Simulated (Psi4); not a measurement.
C3H9ClGe, charge -1, doublet, geometry from GFN2-xTB (a state made from the parent by changing its charge; the spin is typed, not shown lowest) (a gas-phase anion, which may not be bound at this level). Base run: PBE/STO-3G in Psi4.

Psi4 was given this input:
```
memory 2 GB

molecule {
-1 2
C    -0.96925094    1.64446972   -1.61722495
Ge   -0.14528057    0.32384413   -0.16067154
C     1.43507383   -0.35473255   -1.26856155
C    -1.44305596   -1.23333830   -0.43702018
Cl    0.80727249   -0.60480347    2.15509564
H    -1.07320950    1.10152280   -2.55072330
H    -1.94750321    2.00589484   -1.31318889
H    -0.32297419    2.50181430   -1.78254337
H     1.92826762   -1.17571004   -0.75874842
H     1.07953483   -0.70629199   -2.23537789
H     2.17100011    0.42823066   -1.43890885
H    -1.48664574   -1.48966911   -1.49396403
H    -2.44791304   -0.98178347   -0.10442512
H    -1.11181246   -2.10375431    0.11958318
}

set {
  basis sto-3g
  reference uks
}

energy('pbe')
print_variables()
```

Each row names what was changed in the base input (with any setting that the change needs).

| change | basis functions | E (Eh) |
|---|---|---|
| base | 51 | -2625.73995 |
| basis = cc-pVDZ-DK; relativity = none (with scf_type pk) | 132 | -2644.10861 |
| basis = cc-pVDZ-DK; relativity = spin-free X2C (with scf_type pk) | 132 | -2679.50697 |

Totals shift with the method and basis; they matter in differences.

Open shells are given as the SCF converged; they aren't shown to be the lowest states, and a large step between rows can be another state.

A gas-phase anion may not be bound at this level; its values then depend on the basis.

Basis sets contracted for a relativistic Hamiltonian are a mismatch without it, so the rows without relativity aren't non-relativistic limits. No row has spin-orbit coupling; sets with core potentials leave out the core electrons.
